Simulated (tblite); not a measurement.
hydrogen telluride (H2Te), singlet, geometry from GFN2-xTB; tblite with GFN1-xTB.

tblite was given this input:
```
$ tblite run mol.xyz --method gfn1 --charge 0 --spin 0 --json tblite.json --no-restart

# file mol.xyz
3

Te    -0.00025927     0.04373338     0.00203842
H     -1.13139252    -1.14269398    -0.07705391
H      1.14487465    -1.13144164    -0.02894369
```

Output, abridged:

```
xTB calculator
 | screened Coulomb repulsion
 | Coulomb electrostatics
 |  * isotropic Klopman-Ohno-Mataga-Nishimoto electrostatics
 |  * onsite third-order electrostatics
 | DFT-D3(BJ) dispersion correction

halogen bonding energy    0.0000000000000E+00 Eh
repulsion energy          1.1767076212127E-02 Eh
dispersion energy        -3.7288283864787E-04 Eh
number of electrons       8.0000000000000E+00 e
integral cutoff           2.5289693214950E+01 bohr

------------------------------------------------------------
  cycle        total energy    energy error   density error
------------------------------------------------------------
      1     -4.841930362760  -4.8533246E+00   7.4309526E-02
      2     -4.843113121397  -1.1827586E-03   1.3948946E-02
      3     -4.843125978877  -1.2857479E-05   4.0969228E-03
      4     -4.843126034995  -5.6118327E-08   1.2970266E-04
      5     -4.843126040231  -5.2354876E-09   1.5096672E-06
------------------------------------------------------------

electronic energy        -4.8545202336041E+00 Eh
total energy             -4.8431260402306E+00 Eh

Post processing:
 | Mayer-Wiberg bond orders

[Info] JSON dump of results written to 'tblite.json'
```
